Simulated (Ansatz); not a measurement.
## A relaxation, step by step

TiH₃Cl₃O, singlet, PBE0-D4/def2-TZVP (Ansatz 0.2.0). Settings:

```yaml
hamiltonian: {xc: pbe0, dispersion: d4}
relax: {f_tol: 0.005, max_steps: 200}
```

Start, a step off a saddle point along its unstable mode:

```xyz
8
angstrom
Ti -0.2206 0.2316 -0.5808
O 0.1983 -0.0778 1.4488
Cl 0.5393 -0.2200 -2.5549
Cl -1.8912 -1.2574 -0.4255
Cl -0.8992 2.2537 -0.5385
H 0.9558 -0.1789 1.0129
H 1.4716 0.1775 -0.1667
H -0.1538 -0.9287 1.8048
```

| step | energy less the last (meV) | largest force component (eV/Å) |
| --- | --- | --- |
| 1 | 868.1 | 6.924 |
| 2 | 271.1 | 0.710 |
| 3 | 189.5 | 2.160 |
| 4 | 92.9 | 1.503 |
| 5 | 28.9 | 0.336 |
| 6 | 15.3 | 0.265 |
| 7 | 3.6 | 0.413 |
| 8 | 0.2 | 0.048 |
| 9 | 0.1 | 0.056 |
| 10 | 0.0 | 0.002 |

Step 4, positions (Å) and forces (eV/Å):

| atom | x | y | z | Fx | Fy | Fz |
| --- | --- | --- | --- | --- | --- | --- |
| Ti1 | -0.194 | 0.236 | -0.681 | 0.168 | -0.063 | -0.118 |
| O2 | 0.131 | -0.103 | 1.454 | 1.389 | -0.293 | -0.006 |
| Cl3 | 0.418 | -0.146 | -2.740 | -0.059 | 0.044 | 0.036 |
| Cl4 | -1.751 | -1.334 | -0.365 | -0.018 | -0.076 | 0.005 |
| Cl5 | -0.868 | 2.293 | -0.566 | 0.007 | 0.043 | 0.037 |
| H6 | 1.116 | -0.259 | 1.453 | -1.503 | 0.146 | 0.244 |
| H7 | 1.476 | 0.193 | -0.365 | -0.144 | -0.011 | -0.059 |
| H8 | -0.327 | -0.881 | 1.811 | 0.160 | 0.210 | -0.139 |

Step 7, positions (Å) and forces (eV/Å):

| atom | x | y | z | Fx | Fy | Fz |
| --- | --- | --- | --- | --- | --- | --- |
| Ti1 | -0.162 | 0.186 | -0.744 | -0.060 | 0.006 | 0.011 |
| O2 | 0.124 | -0.040 | 1.433 | -0.114 | -0.413 | 0.275 |
| Cl3 | 0.275 | -0.002 | -2.868 | -0.010 | -0.004 | 0.022 |
| Cl4 | -1.609 | -1.483 | -0.383 | 0.006 | 0.023 | -0.034 |
| Cl5 | -0.747 | 2.271 | -0.456 | 0.008 | -0.039 | -0.016 |
| H6 | 1.031 | -0.129 | 1.746 | -0.082 | 0.043 | -0.059 |
| H7 | 1.474 | -0.007 | -0.502 | 0.044 | 0.007 | -0.006 |
| H8 | -0.386 | -0.797 | 1.774 | 0.209 | 0.378 | -0.193 |

Step 9, positions (Å) and forces (eV/Å):

```
atom       x       y       z      Fx      Fy      Fz
 Ti1  -0.158   0.186  -0.738  -0.056   0.012  -0.008
  O2   0.129  -0.047   1.439   0.013   0.004  -0.012
 Cl3   0.275  -0.011  -2.861   0.007  -0.002  -0.003
 Cl4  -1.619  -1.472  -0.391   0.007   0.003   0.001
 Cl5  -0.758   2.265  -0.464   0.001  -0.003  -0.001
  H6   1.038  -0.144   1.736   0.001  -0.005   0.010
  H7   1.483   0.011  -0.499   0.027  -0.008   0.011
  H8  -0.389  -0.787   1.778   0.000  -0.002   0.001
```

Last step (10):

```xyz
8
angstrom
Ti -0.1610 0.1869 -0.7389
O 0.1328 -0.0479 1.4371
Cl 0.2793 -0.0116 -2.8604
Cl -1.6199 -1.4705 -0.3902
Cl -0.7629 2.2650 -0.4652
H 1.0407 -0.1505 1.7366
H 1.4820 0.0112 -0.4980
H -0.3908 -0.7826 1.7790
```

The run took 29 s on 8 CPU threads of an Arm Neoverse V2 (shared host), with 0.74 GiB of host memory at its peak.
